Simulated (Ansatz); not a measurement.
`BC(N)=O` and `N[C](=O)[GeH2][OH]` differ in one atom or group.

Ansatz, PBE0-D4/def2-TZVP geometries, multiplicity 1. Each molecule was computed in one conformer, which needn't be the lowest.

Scalar relativity is left out up to krypton.

```
                                                                                  property  `BC(N)=O`
                                                     HOMO energy (ωB97M-V/def2-TZVPP) / eV     -10.55
                                          size of the dipole moment (B3LYP/def2-TZVPP) / D       4.65
                                                     LUMO energy (ωB97M-V/def2-TZVPP) / eV       1.84
                                            zero-point energy (PBE0-D4/def2-TZVP) / kJ/mol      152.3
                                        size of the dipole moment (ωB97M-V/def2-TZVPP) / D       4.67
ideal-gas entropy at 298 K and 1 bar (rigid rotor, harmonic PBE0-D4/def2-TZVP) / J/(mol·K)        279
```

What does the change do to each property? (An estimate is asked.)

Computed: 
| property | `N[C](=O)[GeH2][OH]` | shift |
| --- | --- | --- |
| HOMO energy (ωB97M-V/def2-TZVPP) / eV | -9.71 | 0.84 |
| size of the dipole moment (B3LYP/def2-TZVPP) / D | 4.60 | -0.05 |
| LUMO energy (ωB97M-V/def2-TZVPP) / eV | 1.66 | -0.18 |
| zero-point energy (PBE0-D4/def2-TZVP) / kJ/mol | 173.5 | 21.2 |
| size of the dipole moment (ωB97M-V/def2-TZVPP) / D | 4.60 | -0.07 |
| ideal-gas entropy at 298 K and 1 bar (rigid rotor, harmonic PBE0-D4/def2-TZVP) / J/(mol·K) | 351 | 72 |

With PBE0 the HOMO rises by 0.75 eV and the LUMO falls by 0.26 eV, so the gap narrows by about 1.01 eV. PBE moves the HOMO by 0.76 eV and ωB97M-V by 0.84 eV. The zero-point energy changes by 21.2 kJ/mol with +6 modes. Dipoles are sizes alone; their direction can turn. Modes under 60 cm⁻¹, often nearly free rotors, make the harmonic entropy too high.

B3LYP here is the variant with VWN-RPA as its local correlation; programs differ in this.
